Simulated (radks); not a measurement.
Question: Coherent X-ray form factor from a spherical all-electron density. All-electron calculation, Dirac Kohn-Sham, SOGGA, spin-unpolarised, spherical densities, finite nucleus; Fermi nuclear charge, rms radius of each element as measured or else 0.836 A^(1/3) + 0.57 fm. Program: a radial shooting solver on a logarithmic mesh with Libxc functionals.

sin(theta)/lambda (1/angstrom),f0 (electrons)
0.05,41.240
0.1,39.264
0.15,36.692
0.2,34.010
0.25,31.460
0.3,29.134
0.4,25.244
0.5,22.287
0.6,20.007
0.8,16.463
1,13.461
1.25,10.360
1.5,8.175
2,5.959

The species is in the configuration that NIST lists as its ground one. Which atom or ion scatters so?

Answer: The technetium ion Tc+, [Kr] 4d5 5s1. Extrapolating in s^2 from the first two rows gives f0(0) = 41.9, near the electron count 42; among species with that count, the fall with angle is slower the higher Z, and the table is that of Z = 43; from so few rows the species is fixed only to a neighbour or two.
